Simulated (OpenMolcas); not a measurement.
## Computed transition rates of S2+

```yaml
Program: OpenMolcas
Method: "MS-CASPT2, IPEA 0.25 Eh, imaginary shift 0.1 Eh (closed shells correlated: 2s 2p)"
Basis: ANO-R3 [6s5p4d3f1g]
Scalar_Hamiltonian: X2C, finite nucleus
Active_space: 4 electrons in 4 orbitals (3s 3p)
State_averaging: 2S+1 = 3 even, 6 roots; 2S+1 = 1 even, 12 roots; 2S+1 = 5 odd, 1 root; 2S+1 = 3 odd, 9 roots; 2S+1 = 1 odd, 8 roots
Spin-orbit_coupling: RASSI with atomic mean-field integrals over the reference wave functions, term energies averaged over their components
```

Rates come from the transition moments of the reference wave functions (E1 and E2 in the length form). At fixed line strength A goes as λ^-3 for E1 and M1 and as λ^-5 for E2, so a rate at the computed wavelength can be rescaled to the measured one. Measured vacuum wavelengths follow from level energies in NIST levels in Podobedova, Kelleher and Wiese, J. Phys. Chem. Ref. Data 38, 171 (2009). Branching counts decays inside the model space alone, at computed energies, and the table is only a selection of the E2 and M1 lines, drawn from those between levels with measured partners whose computed energy lies within a factor of 1.5 of the measured one.

```json
{"Upper": "3s² 3p² ³P₁", "Lower": "3s² 3p² ³P₀", "Type": "M1", "λ computed (nm)": "37050", "λ measured (nm)": "33480", "A computed (s-1)": "3.55e-04", "A rescaled (s-1)": "4.81e-04", "Branching %": "100.0"}
{"Upper": "3s² 3p² ³P₂", "Lower": "3s² 3p² ³P₁", "Type": "M1", "λ computed (nm)": "20550", "λ measured (nm)": "18710", "A computed (s-1)": "1.56e-03", "A rescaled (s-1)": "2.07e-03", "Branching %": "100.0"}
{"Upper": "3s² 3p² ¹D₂", "Lower": "3s² 3p² ³P₂", "Type": "M1", "λ computed (nm)": "1016", "λ measured (nm)": "953.3", "A computed (s-1)": "4.98e-02", "A rescaled (s-1)": "", "Branching %": "71.9"}
{"Upper": "3s² 3p² ¹D₂", "Lower": "3s² 3p² ³P₁", "Type": "M1", "λ computed (nm)": "967.9", "λ measured (nm)": "907.1", "A computed (s-1)": "1.92e-02", "A rescaled (s-1)": "", "Branching %": "27.7"}
{"Upper": "3s² 3p² ¹S₀", "Lower": "3s² 3p² ¹D₂", "Type": "E2", "λ computed (nm)": "670.3", "λ measured (nm)": "631.4", "A computed (s-1)": "1.80e+00", "A rescaled (s-1)": "2.43e+00", "Branching %": "71.9"}
{"Upper": "3s² 3p² ¹S₀", "Lower": "3s² 3p² ³P₁", "Type": "M1", "λ computed (nm)": "396", "λ measured (nm)": "372.3", "A computed (s-1)": "6.90e-01", "A rescaled (s-1)": "", "Branching %": "27.6"}
```

Spin-changing lines and M1 lines between different terms are not rescaled, since their strength hangs on the term gaps too.

The largest correction is for 3s² 3p² ³P₁ → 3s² 3p² ³P₀ (M1): 3.55e-04 × (37050 / 33480)^3 = 4.81e-04 s-1, a factor of 1.36.

No measured rate stands beside these. Rescaling mends the energy factor alone: line strengths can still be far off where a level mixes with configurations outside the active space, and weak or spin-changing lines hang on small mixing coefficients that depend on the term gaps too, so rescaling need not improve them.

CASPT2 breaks the degeneracy within a term, and the mean is taken; among the terms shown or strongly mixed into the levels shown the widest spread is 50 cm-1 (3s² 3p² ¹D). Over all roots computed the reference weight is 0.84 to 0.98; the roots of lowest weight are the least certain, and an intruder state may touch them. Measured partners are found by configuration, term and J. A level has none where our copy of the source lacks it or the pairing is in doubt (some pairs that miss far off the trend of their configuration count as doubtful). Only configurations of the active space appear.
